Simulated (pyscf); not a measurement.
Optimised with ωB97X-D3(BJ)/def2-SVP in PySCF. MP2 and CC: frozen core, UHF for open shells. ΔMP2 is the change of the MP2 total energy from the triple- to the quadruple-zeta basis. Singlets are restricted, triplets unrestricted.

Singlet (Å):
```xyz
5

O      0.0045     0.0030    -1.0832
Sn     1.4516     0.9832    -0.1340
S      1.7245    -0.5581     1.7464
H     -0.3238    -0.8187    -0.6990
H      0.7808    -1.4338     1.3477
```

Triplet (Å):
```xyz
5

O     -1.2397     0.5987    -0.1317
Sn    -0.7730    -0.0751     1.8480
S     -1.3441    -1.8255    -0.0399
H     -2.1888     0.7391    -0.2691
H     -0.1695    -1.6997    -0.6859
```

**Question.** For these two minima of `[OH][Sn][SH]`, which spin state lies lower at CCSD(T)/def2-TZVPP + ΔMP2(QZVPP), and by how much (electronic energies)?

**Answer.** The singlet, by 65.4 kcal/mol. Zero-point energy shifts E(triplet) − E(singlet) by +0.1 kcal/mol. Other isomers of HO–Sn:–SH [singlet] were not searched in full and may lie lower. 

E(triplet) − E(singlet) by level (kcal/mol):

```json
[
 {"level": "ωB97X-D3(BJ)/def2-TZVP", "gap": "+64.9"},
 {"level": "PBE/def2-TZVP", "gap": "+57.1"},
 {"level": "r²SCAN/def2-TZVP", "gap": "+56.9"},
 {"level": "B3LYP-D3(BJ)/def2-TZVP", "gap": "+59.2"},
 {"level": "PBE0-D3(BJ)/def2-TZVP", "gap": "+59.2"},
 {"level": "M06-2X/def2-TZVP", "gap": "+61.8"},
 {"level": "ωB97M-D3(BJ)/def2-TZVP", "gap": "+63.1"},
 {"level": "HF/def2-TZVP", "gap": "+55.4"},
 {"level": "MP2/def2-QZVPP", "gap": "+69.3"},
 {"level": "CCSD/def2-TZVPP", "gap": "+64.2"},
 {"level": "CCSD(T)/def2-TZVPP", "gap": "+64.0"},
 {"level": "CCSD(T)/def2-TZVPP + ΔMP2(QZVPP)", "gap": "+65.4"}
]
```

The triplet is the lowest one reached from the SCF start used. The CCSD(T) − MP2 part came from Ansatz, without density fitting, on the same reference. The frozen core leaves the outer d or s,p core shells of the metals and heavy elements correlated in the MP2 and CC values, and def2-TZVPP describes them poorly, which can shift differences by a few kcal/mol. Elements past Kr carry the def2 core potentials, without spin-orbit coupling.
